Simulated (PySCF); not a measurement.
Ge(I)(Me), CH₃GeI, SMILES [CH3][Ge][I] (PBE0/def2-SVP optimised geometry):

```
6

Ge    -0.623    -1.216     0.000
I      1.950    -1.216     0.000
C     -0.877     0.758     0.000
H     -1.950     1.007     0.021
H     -0.422     1.200    -0.902
H     -0.381     1.216     0.871
```

Calculation: PBE0/def2-TZVP, def2 effective core potentials past Kr (PySCF 2.14.0).

Q: What are the frontier orbital energies and the dipole moment?

A: HOMO-2 -7.75 eV, HOMO-1 -7.71 eV, HOMO -6.67 eV, LUMO -2.84 eV, LUMO+1 -0.63 eV; dipole moment 2.21 D.

On the same geometry PBE/def2-TZVP, def2 effective core potentials past Kr run with PySCF gives HOMO-2 -6.71 eV, HOMO-1 -6.61 eV, HOMO -5.65 eV, LUMO -3.57 eV, LUMO+1 -1.38 eV; dipole moment 2.00 D.
